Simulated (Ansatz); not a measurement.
Geometry optimisation, RKS PBE0/6-31G* in Ansatz 0.2.0.

Input:

```yaml
crystal:
  periodic: [false, false, false]
  atoms:
    - { symbol: Al, position_ang: [0.0, 0.0, 0.0] }
    - { symbol: F, position_ang: [0.0, 0.0, 2.04] }
    - { symbol: C, position_ang: [1.706, 0.0, -0.985] }
    - { symbol: H, position_ang: [2.0356, -1.0462, -1.1552] }
    - { symbol: H, position_ang: [1.5695, 0.508, -1.9624] }
    - { symbol: H, position_ang: [2.4756, 0.5381, -0.3932] }
    - { symbol: C, position_ang: [-1.706, 0.0, -0.985] }
    - { symbol: H, position_ang: [-2.2662, -0.9305, -0.7558] }
    - { symbol: H, position_ang: [-2.3102, 0.8797, -0.6796] }
    - { symbol: H, position_ang: [-1.5043, 0.0508, -2.0753] }
    - { symbol: H, position_ang: [0.0834, 1.7631, 0.5865] }
    - { symbol: H, position_ang: [0.0624, 1.3199, 1.5347] }
basis:
  gaussian: { orbitals: "6-31G*" }
hamiltonian:
  xc: pbe0
relax:
  f_tol: 0.15
  max_steps: 25
  restrain:
    - { distance: [0, 10], at: 2.76, k: 30.0 }
    - { distance: [11, 1], at: 2.12, k: 30.0 }
    - { distance: [0, 1], at: 1.69, k: 30.0 }
    - { distance: [11, 10], at: 0.66, k: 30.0 }
output:
  orbitals: {}
```

Command:

```bash
$ ansatz run input.yaml --threads 1 --pin off --max-ram 2048MiB --backend cpu --events-out ev --progress --plain --runs-dir out
```

**Question.** Where does it end, and by what steps?

**Answer.** The run converged. The restraints hold the end off the free minimum. After 6 steps the energy has fallen by 1.791 eV (the restraints' own energy left out); H11 moved furthest, 0.75 Å. Joined: H11–H12 (1.05 → 0.71 Å).

```tsv
step	energy less start (eV)	largest force component (eV/Å)	accepted
0	0.0000	2.397	yes
1	-0.6699	3.079	yes
2	-1.1354	2.649	yes
3	-1.5617	1.556	yes
4	-1.7857	0.469	yes
5	-1.8101	0.700	yes
6	-1.7915	1.362	yes
```

```xyz
12
Properties=species:S:1:pos:R:3
Al 0.007 -0.158 -0.087
F -0.006 -0.347 1.584
C 1.748 -0.085 -0.970
H 2.157 -1.086 -1.161
H 1.684 0.420 -1.942
H 2.495 0.445 -0.366
C -1.736 -0.078 -0.964
H -2.366 -0.944 -0.726
H -2.299 0.805 -0.637
H -1.650 -0.024 -2.056
H 0.064 2.360 1.048
H 0.047 1.774 1.445
```

Time of the run: 28 s on 1 thread of Arm Neoverse V1, on a shared host, peak memory 0.16 GiB.
